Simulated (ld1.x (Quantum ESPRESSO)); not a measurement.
# What one change does to a pseudopotential (silicon, RRKJ)

silicon (Si), norm-conserving RRKJ (Kleinman–Bylander form), made with ld1.x (Quantum ESPRESSO) 7.5 (LDA (PZ), scalar-relativistic). Core [Ne], reference 3s2 3p1 (charge +1). Waves: 3p (bound): rc 2.20 bohr; 3d channel at -0.1 Ry: rc 1.85 bohr; 3s (bound): rc 1.55 bohr. Local part: the s channel. Core correction: a·sin(br)/r model core inside 1.40 bohr.

Change: wave 3s (bound): rc 1.55 bohr becomes 3s (bound): rc 0.96 bohr.

Cutoffs: the cutoffs (Ry, on a coarse ladder) from which the occupation-weighted sum of valence levels, in a spherical-Bessel basis at the reference potential, stays within 10 and 1 mRy of its value at 400 Ry; they do not see the model core or the augmentation charge, which bear on the density cutoff. Errors are all-electron minus pseudo energies relative to the spin-unpolarised reference configuration.

What does the change do?

The potential gets harder (21 Ry and 40 Ry → 260 Ry and 300 Ry); a bound ghost appears in s, which as a rule spoils a file; the number of tests that count goes from 9 to 8; of the 8 tests that both files solve, the error grows in 7 and shrinks in 1 by more than 15 % and 0.3 meV (median size 6.7 → 29.7 meV); the range in which the s phases agree narrows (upper end 2.0 → -1.1); the range in which the p phases agree narrows (upper end 2.7 → 0.3). A smaller radius makes the pseudo-wave follow the all-electron one further in, where it bends more sharply, so more plane waves are needed.

```csv
quantity,base,changed
"cutoff, loose",21 Ry,260 Ry
"cutoff, tight",40 Ry,300 Ry
loose cutoff by channel (10 mRy a level),"p 6 Ry, s 12 Ry","p 6 Ry, s 230 Ry"
bound ghosts,none,s (extra level of the local part)
"tests counted (converged, no solver errors)",9 of 9,8 of 9
"error for 3s2 3p2, meV [ΔE -7.83 eV]",+4.7,+25
"error for 3s2 3p0, meV [ΔE 16.11 eV]",+14,+67
"error for 3s1 3p0, meV [ΔE 50.26 eV]",+79,+477
"error for 3s0 3p4, meV [ΔE 5.95 eV]",-11,+88
"error for 3s2 3p2.3, meV [ΔE -8.79 eV]",+6.1,+34
"error for 3s1 3p2, meV [ΔE 7.41 eV]",-3.2,+9.3
"error for 3s2 3p1.5, meV [ΔE -4.86 eV]",+1.8,+8.8
"error for 3s2 3p1 (spin-polarised), meV [ΔE -0.20 eV]",+7.4,+3.8
s: phases at 2.41 bohr within 0.05 rad from the reference energy up to (Ry; the scan ends near 5),2.0,-1.1
p: phases at 2.41 bohr within 0.05 rad from the reference energy up to (Ry; the scan ends near 5),2.7,0.3
d: phases at 2.41 bohr within 0.05 rad from the reference energy up to (Ry; the scan ends near 5),3.4,3.6
```

Changed file: Tests not counted: 3s2 3p2 (spin-polarised) (pseudo-atom not self-consistent, printed error -42 meV). A true bound ghost makes a file unfit for plane-wave use even where its test errors are small: the radial tests pick states by their node count and pass the ghost by.
